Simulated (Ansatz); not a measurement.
Basis-set series for F3GaH2OSi, SMILES `[OH][GaH][Si](F)(F)F`. Total charge 0; spin multiplicity 1. The geometry is a stationary point of PBE0-D4/def2-TZVP. It is one conformer, not always the lowest.

Z-matrix (Å, degrees):
```
Si
Ga 1 2.413
F 1 1.585 2 112.8
F 1 1.587 2 111.1 3 119.5
F 1 1.585 2 112.8 3 -121.0
O 2 1.782 1 115.3 3 -119.4
H 2 1.554 1 129.2 3 60.6
H 6 0.960 2 114.9 1 -0.0
```

```json
{"functional": "PBE0-D4", "basis": "def2-TZVPP", "functions": "242", "energy (Eh)": "-2589.98985", "HOMO (eV)": "-8.56", "LUMO (eV)": "-2.18"}
{"functional": "PBE0-D4", "basis": "def2-QZVPP", "functions": "447", "energy (Eh)": "-2590.06568", "HOMO (eV)": "-8.60", "LUMO (eV)": "-2.23"}
{"functional": "ωB97M-V", "basis": "def2-TZVPP", "functions": "242", "energy (Eh)": "-2590.51573", "HOMO (eV)": "-10.67", "LUMO (eV)": "-0.41"}
{"functional": "ωB97M-V", "basis": "def2-QZVPP", "functions": "447", "energy (Eh)": "-2590.58829", "HOMO (eV)": "-10.71", "LUMO (eV)": "-0.53"}
```

Question: Give the rows for def2-SVP. (Best estimate.)

Answer: Ansatz gave: 
```json
{"functional": "PBE0-D4", "basis": "def2-SVP", "functions": "116", "energy (Eh)": "-2589.14644", "HOMO (eV)": "-8.44", "LUMO (eV)": "-2.06"}
{"functional": "ωB97M-V", "basis": "def2-SVP", "functions": "116", "energy (Eh)": "-2589.66533", "HOMO (eV)": "-10.52", "LUMO (eV)": "-0.24"}
```

Scalar relativity is left out up to krypton.
